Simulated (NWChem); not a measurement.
C₆H₄; SMILES C#C/C=C/C#C

Q: Give the equilibrium geometry at PBE-D3(BJ)/def2-SVP (NWChem) as a Z-matrix, with the point group.

A: point group C2h; any orientation.
```
C
C 1 1.3693
H 1 1.1044 2 118.80
H 2 1.1044 1 118.80 3 180.00
C 1 1.4152 3 117.13 2 180.00
C 5 1.2279 3 151.15 1 180.00
H 6 1.0810 3 162.05 1 180.00
C 2 1.4152 4 117.13 1 180.00
C 8 1.2279 4 151.15 2 180.00
H 9 1.0810 4 162.05 2 180.00
```
